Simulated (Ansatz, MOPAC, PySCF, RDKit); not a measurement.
Dimer: HCl (SMILES Cl) (first 2 atoms) with Si2H6 (SMILES [SiH3][SiH3]); geometry from B3LYP-D3(BJ)/def2-TZVP.
(charge 0, multiplicity 1):
```
atom    x (Å)    y (Å)   z (Å)
----  -------  -------  ------
Cl    -0.0802   0.5708  0.2085
H     -0.2967   1.2633  1.2703
Si     0.4296  -1.2015  3.6615
Si    -0.2215   0.9545  4.3178
H      1.6794  -1.1412  2.8701
H     -0.6381  -1.8372  2.8568
H      0.6668  -2.0147  4.8793
H     -1.4719   0.9123  5.1128
H     -0.4780   1.8195  3.1330
H      0.8396   1.6080  5.1204
```

Interaction energies are E(AB) − E(A) − E(B) at the monomers' geometry in the complex; basis-set methods are counterpoise corrected. RDKit's UFF carries no charges.

Cores are frozen in the correlated methods. Rows in 6-31G* carry no dispersion term and start afresh at each structure (6-31G* with six Cartesian d functions). The state that PM3, PM7 reach isn't checked; PM7 holds dispersion and hydrogen-bond terms.

Run with Ansatz (Gaussian orbitals); MOPAC for PM3, PM7 (differences of heats of formation); PySCF for 6-31G* rows, the dispersion terms; RDKit for the force fields. Each number belongs to the level named beside it.

| level | interaction energy (kcal/mol) |
|---|---|
| UFF | 2.88 |
| PM3 | -2.70 |
| PM7 | -0.40 |
| HF/6-31G* | 1.68 |
| revPBE-D4/def2-TZVPPD | -1.53 |
| r2SCAN/def2-TZVPPD | -1.12 |
| r2SCAN-D4/def2-TZVPPD | -1.52 |
| B3LYP-D3(BJ)/def2-TZVPPD | … |
| B2PLYP-D3(BJ)/def2-TZVPPD | -1.57 |

### Question
What belongs in the gaps?

### Answer

- B3LYP-D3(BJ)/def2-TZVPPD, interaction energy (kcal/mol): -2.06

Ansatz is an electronic-structure program.
